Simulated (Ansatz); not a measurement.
A nudged elastic band was laid between two geometries of BFH$_{4}$SSi (8 atoms, charge 0, multiplicity 1).

Theory: Ansatz, RKS PBE-D4/6-31G*.

```json
{
 "movable images": "7",
 "climbing image": "yes",
 "spring": "50.0 eV/Å²",
 "optimiser": "quadratic models (default)",
 "start path": "through a guess of the saddle point",
 "force threshold": "0.05 eV/Å",
 "iteration limit": "60",
 "end points": "relaxed"
}
```

First end point:

```xyz
8
Properties=species:S:1:pos:R:3
F -1.403 -1.494 0.510
B -0.790 -0.435 1.048
Si 0.235 0.779 -0.234
S 1.723 -0.461 -1.231
H -0.869 -0.308 2.249
H -0.686 1.442 -1.226
H 1.040 1.846 0.442
H 0.842 -1.426 -1.615
```

Last end point:

```xyz
8
Properties=species:S:1:pos:R:3
F -1.614 -1.369 0.494
B -0.977 -0.228 0.852
Si 0.777 0.316 0.107
S 1.613 -0.126 -1.821
H -1.202 0.328 1.902
H -0.962 0.713 -0.114
H 1.105 1.770 0.300
H 1.352 -1.461 -1.776
```

**Question.** What changes between the two ends?

**Answer.** No bond is made or broken.

**Question.** Give the energies along the band, and the barrier.

**Answer.** The forces met the threshold. The highest image is number 6 of 0 to 8, 0.50 eV above the first end and 0.07 eV above the last; the last end lies 0.43 eV above the first. Beside the main top the profile has a ripple of under 15 meV (maxima at images 2, 6), which may be a very shallow well or noise. A structure lower than the first end lies on the path between it and the top, so the climb from that side starts below the end, which may itself be a saddle point or a shallow side well. Another band between the same ends (7 images) ends at a top of the same energy, where a vibrational analysis finds 1 clearly imaginary mode.

```tsv
image	path coordinate (Å)	energy (eV)
0	0.00	0.00
1	0.51	-0.01
2	1.02	0.01
3	1.53	0.00
4	2.04	0.11
5	2.54	0.32
6	3.05	0.50
7	3.27	0.46
8	3.48	0.43
```

**Question.** What is the geometry of the highest image?

**Answer.** 
```xyz
8
Properties=species:S:1:pos:R:3
F -1.540 -1.433 0.511
B -0.886 -0.334 0.923
Si 0.643 0.430 0.006
S 1.609 -0.169 -1.817
H -1.288 0.320 1.858
H -0.900 0.852 -0.257
H 1.178 1.761 0.420
H 1.276 -1.483 -1.701
```

The band took 16 iterations and roughly 7 core-minutes.

The run took 6.9 min on 1 thread of Arm Neoverse N1, on a shared host, peak memory 0.15 GiB.
